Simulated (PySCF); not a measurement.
All numbers come from PBE0/[In def2-TZVP with ECP28, Cl def2-TZVP], scalar-relativistic core potentials, density fitting, no spin–orbit coupling, PySCF.

Each entry is the lowest minimum that a search over a few typed start shapes (and spin states, where more than one is plausible) found, or that minimum re-optimised at the stated level; isomers with ligand–ligand bonds, or fragments after loss of a ligand pair, can lie lower. Open shells are unrestricted.

InCl2 is a doublet of C2v symmetry with In–Cl 2.353 Å (×2); Cl–In–Cl 119.5°. Its wavenumbers are 83, 322, 351 cm⁻¹.

(1) What changes when one electron is removed, giving InCl₂⁺?

## Answers

(1) It costs 8.12 eV between the minima (8.14 eV with zero-point energy). InCl₂⁺ is a singlet of D∞h symmetry with In–Cl 2.203 Å (×2); Cl–In–Cl 180.0°; wavenumbers 91 (×2), 388, 505 cm⁻¹.
